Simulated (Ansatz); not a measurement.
System: sum formula Si2NH7 (charge 0, singlet). 
Structure (B3LYP-D3(BJ)/def2-TZVP (Ansatz, an electronic-structure program) minimum search):
```
N
H 1 1.0119
Si 1 1.7300 2 115.20
Si 1 1.7300 2 115.20 3 -175.84
H 3 1.4786 1 107.45 2 171.58
H 4 1.4786 1 107.45 2 -171.58
H 3 1.4834 5 110.01 1 120.46
H 4 1.4834 6 110.01 1 -120.46
H 3 1.4851 5 108.83 7 117.17
H 4 1.4851 6 108.83 8 -117.17
```
Charge 0, spin multiplicity 1.

Basis-set convergence of Hartree-Fock and MP2 correlation energies (hartree) with Ansatz. Cores are frozen in the correlated levels unless marked. No spin-orbit coupling. No relativistic terms.

```json
[
 {"basis": "cc-pV(D+d)Z", "functions": "95", "E(HF)": "-636.44018", "E(corr, MP2)": "-0.37936"},
 {"basis": "cc-pV(T+d)Z", "functions": "206", "E(HF)": "-636.49140", "E(corr, MP2)": "-0.47173"},
 {"basis": "cc-pV(Q+d)Z", "functions": "393", "E(HF)": "-636.50370", "E(corr, MP2)": "-0.50557"}
]
```

Extrapolating the two largest sets (X = 3 and 4) as X^-3: E(corr) = (64·(-0.50557) - 27·(-0.47173))/37 = -0.5303 Eh, an estimate of the basis-set limit. The largest set recovers 95.3 % of it, the smallest 71.5 %.
